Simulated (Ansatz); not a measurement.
Stepwise reaction of `[OH][AlH][SiH2]O` with hydrogen, as a gas-phase model of exchange steps in deposition or etching. ΔE in kJ/mol.

Isolated molecules relaxed with PBE0-D4/def2-TZVP in Ansatz; ΔE leaves out vibrations. CCSD(T)/CBS is the MP2 limit (def2-TZVPP, def2-QZVPP) plus CCSD(T) − MP2 in def2-TZVPP, frozen cores. This one scheme is used for every species. Functionals use def2-TZVPP. B3LYP here is the variant with VWN-RPA as its local correlation; programs differ in this. One conformer a species, not always the lowest.

```json
{"step": "1", "reaction": "`[OH][AlH][SiH2]O` + H₂ → `O[SiH2][AlH2]` + H₂O", "PBE-D4": "118.8", "B3LYP-D4": "122.3", "ωB97M-V": "119.8", "CCSD(T)/CBS": "118.9"}
{"step": "2", "reaction": "`O[SiH2][AlH2]` + H₂ → `[AlH2][SiH3]` + H₂O", "PBE-D4": "46.0", "B3LYP-D4": "53.5", "ωB97M-V": "52.4", "CCSD(T)/CBS": "50.2"}
```

Problem. By hand: ΔE of the 2 steps together at CCSD(T)/CBS.

Solution. (118.9) + (50.2) = 169.1 kJ/mol, or 84.6 kJ/mol a step.

In ΔE each step is lower than the one before. All are uphill at CCSD(T)/CBS. PBE-D4 differs from CCSD(T)/CBS by -4.2 to -0.1 kJ/mol a step. Isolated molecules leave out the surface, adducts and barriers. Largest T1 diagnostic: 0.013.
